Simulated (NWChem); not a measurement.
System: C$_{4}$H$_{7}$N; SMILES CC(C)C#N

Input file for NWChem:

```
start job
memory heap 200 mb stack 900 mb global 1100 mb
geometry units angstroms noautoz
  C      0.158092    -1.006348     1.279839
  C     -0.397140    -0.349448     0.000000
  C      0.158092    -1.006348    -1.279839
  C     -0.115770     1.095966     0.000000
  N      0.120177     2.232833     0.000000
  H      1.248308    -0.913624     1.322092
  H     -0.097596    -2.071241     1.286553
  H     -0.260607    -0.543646     2.178487
  H     -1.490414    -0.457505     0.000000
  H     -0.260607    -0.543646    -2.178487
  H     -0.097596    -2.071241    -1.286553
  H      1.248308    -0.913624    -1.322092
end
basis spherical
  * library def2-tzvp
end
dft
  xc xcamb88 1.00 lyp 0.81 vwn_5 0.19 hfexch 1.00
  cam 0.33 cam_alpha 0.19 cam_beta 0.46
  iterations 150
  semidirect filesize 400000000
  mulliken
end
task dft energy
```

Output (shortened):

```
             Northwest Computational Chemistry Package (NWChem) 7.3.0
             --------------------------------------------------------

 CS  symmetry detected

                             Geometry "geometry" -> ""
                             -------------------------

 Output coordinates in angstroms (scale by  1.889725989 to convert to a.u.)

  No.       Tag          Charge          X              Y              Z
 ---- ---------------- ---------- -------------- -------------- --------------
    1 C                    6.0000     0.15218093     1.02108625     1.27983900
    2 C                    6.0000    -0.39839698     0.36028057     0.00000000
    3 C                    6.0000     0.15218093     1.02108625    -1.27983900
    4 C                    6.0000    -0.10682383    -1.08310982     0.00000000
    5 N                    7.0000     0.13714792    -2.21828176     0.00000000
    6 H                    1.0000     1.24302472     0.93606567     1.32209200
    7 H                    1.0000    -0.11102292     2.08414654     1.28655300
    8 H                    1.0000    -0.26323917     0.55543817     2.17848700
    9 H                    1.0000    -1.49240700     0.46061216     0.00000000
   10 H                    1.0000    -0.26323917     0.55543817    -2.17848700
   11 H                    1.0000    -0.11102292     2.08414654    -1.28655300
   12 H                    1.0000     1.24302472     0.93606567    -1.32209200

 Effective nuclear repulsion energy (a.u.)     158.4994903481

      Symmetry information
      --------------------

 Group name             Cs
 Group number              2
 Group order               2
 No. of unique centers     8

                                 NWChem DFT Module
                                 -----------------

 Summary of "ao basis" -> "ao basis" (spherical)
 ------------------------------------------------------------------------------
       Tag                 Description            Shells   Functions and Types
 ---------------- ------------------------------  ------  ---------------------
 C                         def2-tzvp                11       31   5s3p2d1f
 N                         def2-tzvp                11       31   5s3p2d1f
 H                         def2-tzvp                 4        6   3s1p

      Symmetry analysis of basis
      --------------------------

        a'        117
        a"         80

            General Information
            -------------------
          SCF calculation type: DFT
          Wavefunction type:  closed shell.
          No. of atoms     :    12
          No. of electrons :    38
           Alpha electrons :    19
            Beta electrons :    19
          Charge           :     0
          Spin multiplicity:     1
          Use of symmetry is: on ; symmetry adaption is: on
          Maximum number of iterations: 150
          AO basis - number of functions:   197
                     number of shells:    83
          Convergence on energy requested:  1.00D-06
          Convergence on density requested:  1.00D-05
          Convergence on gradient requested:  5.00D-04

              XC Information
              --------------
                     Hartree-Fock (Exact) Exchange  1.000
                   CAM-Becke88 Exchange Functional  1.000
                      VWN V Correlation Functional  0.190 local
              Lee-Yang-Parr Correlation Functional  0.810

           Range-Separation Parameters
           ---------------------------
           Alpha           :  0.19
           Beta            :  0.46
           Gamma           :  0.33
           Short-Range HF  :     F

             Grid Information
             ----------------
          Grid used for XC integration:  medium
          Radial quadrature: Mura-Knowles
          Angular quadrature: Lebedev.
          Tag              B.-S. Rad. Rad. Pts. Rad. Cut. Ang. Pts.
          ---              ---------- --------- --------- ---------
          C                   0.70       49          11.0       434
          N                   0.65       49          12.0       434
          H                   0.35       45          12.0       434
          Grid pruning is: on
          Number of quadrature shells:   376
          Spatial weights used:  Erf1

      Superposition of Atomic Density Guess
      -------------------------------------

 Sum of atomic energies:        -208.49552903

      Non-variational initial energy
      ------------------------------

 Total energy =    -211.503079
 1-e energy   =    -592.621808
 2-e energy   =     222.619239
 HOMO         =      -0.396059
 LUMO         =       0.033678

      Symmetry analysis of molecular orbitals - initial
      -------------------------------------------------

  Numbering of irreducible representations:

     1 a'          2 a"

  Orbital symmetries:

     1 a'          2 a'          3 a"          4 a'          5 a'
     6 a'          7 a'          8 a"          9 a'         10 a'
    11 a'         12 a"         13 a'         14 a"         15 a'
    16 a"         17 a'         18 a"         19 a'         20 a'
    21 a"         22 a'         23 a'         24 a"         25 a'
    26 a'         27 a'         28 a"         29 a"

     ---------------------------------------------
      Total Density - Mulliken Population Analysis
     ---------------------------------------------

    Atom       Charge   Shell Charges
 -----------   ------   -------------------------------------------------------
    1 C    6     6.48   0.86  1.12  0.56  0.66  0.14  1.25  1.40  0.45  0.01  0.04  0.00
    2 C    6     5.97   0.86  1.12  0.52  0.65  0.01  1.13  1.27  0.28  0.02  0.11  0.01
    3 C    6     6.48   0.86  1.12  0.56  0.66  0.14  1.25  1.40  0.45  0.01  0.04  0.00
    4 C    6     5.54   0.86  1.12  0.60  0.51  0.10  1.03  0.98  0.26  0.03  0.04  0.02
    5 N    7     7.70   0.82  1.15  0.63  0.93  0.26  1.51  1.65  0.71  0.01  0.03  0.00
    6 H    1     0.84   0.24  0.44  0.13  0.02
    7 H    1     0.83   0.24  0.44  0.12  0.02
    8 H    1     0.83   0.24  0.44  0.12  0.02
    9 H    1     0.84   0.24  0.45  0.13  0.02
   10 H    1     0.83   0.24  0.44  0.12  0.02
   11 H    1     0.83   0.24  0.44  0.12  0.02
   12 H    1     0.84   0.24  0.44  0.13  0.02

   convergence    iter        energy       DeltaE   RMS-Dens  Diis-err
 ---------------- ----- ----------------- --------- --------- ---------
 d= 0,ls=0.0,diis     1   -211.2383305197 -3.70D+02  7.35D-03  1.01D+00
 d= 0,ls=0.0,diis     2   -211.1642617862  7.41D-02  4.54D-03  1.70D+00
 d= 0,ls=0.0,diis     3   -211.3325148588 -1.68D-01  9.81D-04  9.63D-02
 d= 0,ls=0.0,diis     4   -211.3421377792 -9.62D-03  1.68D-04  1.66D-03
 d= 0,ls=0.0,diis     5   -211.3423157672 -1.78D-04  4.22D-05  1.73D-04
  Resetting Diis
 d= 0,ls=0.0,diis     6   -211.3423367731 -2.10D-05  1.31D-05  9.86D-06
 d= 0,ls=0.0,diis     7   -211.3423378924 -1.12D-06  8.81D-06  7.60D-07
 d= 0,ls=0.0,diis     8   -211.3423378220  7.04D-08  4.07D-06  1.61D-06

         Total DFT energy =     -211.342337822012
      One electron energy =     -597.094193773321
           Coulomb energy =      258.305157045869
    Exchange-Corr. energy =      -31.052791442625
 Nuclear repulsion energy =      158.499490348065

 Numeric. integr. density =       38.000001430841

                  Occupations of the irreducible representations
                  ----------------------------------------------

                     irrep           alpha         beta
                     --------     --------     --------
                     a'               13.0         13.0
                     a"                6.0          6.0

                       DFT Final Molecular Orbital Analysis
                       ------------------------------------

 Vector   17  Occ=2.000000D+00  E=-4.283261D-01  Symmetry=a'
              MO Center=  1.2D-01, -1.7D+00,  7.5D-15, r^2= 3.0D+00
   Bfn.  Coefficient  Atom+Function         Bfn.  Coefficient  Atom+Function
  ----- ------------  ---------------      ----- ------------  ---------------
   128      0.349197   5 N  s               131     -0.336370   5 N  py
   100      0.230480   4 C  py              134     -0.196718   5 N  py
   137     -0.168096   5 N  py              103      0.167099   4 C  py
    36      0.144706   2 C  s               127      0.144064   5 N  s
   106     -0.128951   4 C  py               38     -0.120996   2 C  py

 Vector   18  Occ=2.000000D+00  E=-3.917410D-01  Symmetry=a"
              MO Center=  1.7D-02, -1.2D+00,  1.6D-14, r^2= 2.5D+00
   Bfn.  Coefficient  Atom+Function         Bfn.  Coefficient  Atom+Function
  ----- ------------  ---------------      ----- ------------  ---------------
   132      0.312274   5 N  pz              101      0.255734   4 C  pz
   135      0.249461   5 N  pz              104      0.206677   4 C  pz
   138      0.140674   5 N  pz               39     -0.137091   2 C  pz
   107      0.137343   4 C  pz               42     -0.110868   2 C  pz
     8      0.098037   1 C  pz               70      0.098037   3 C  pz

 Vector   19  Occ=2.000000D+00  E=-3.903980D-01  Symmetry=a'
              MO Center= -6.6D-02, -1.2D+00, -3.2D-14, r^2= 2.5D+00
   Bfn.  Coefficient  Atom+Function         Bfn.  Coefficient  Atom+Function
  ----- ------------  ---------------      ----- ------------  ---------------
   130      0.299815   5 N  px               99      0.241885   4 C  px
   133      0.238465   5 N  px              102      0.192255   4 C  px
    37     -0.145182   2 C  px              175      0.137683   9 H  s
   136      0.136866   5 N  px              105      0.128325   4 C  px
    40     -0.105683   2 C  px              174      0.088031   9 H  s

[...]
```

Level: CAM-B3LYP/def2-TZVP. Coordinates come from a B3LYP/6-31G* (spherical d) optimisation.
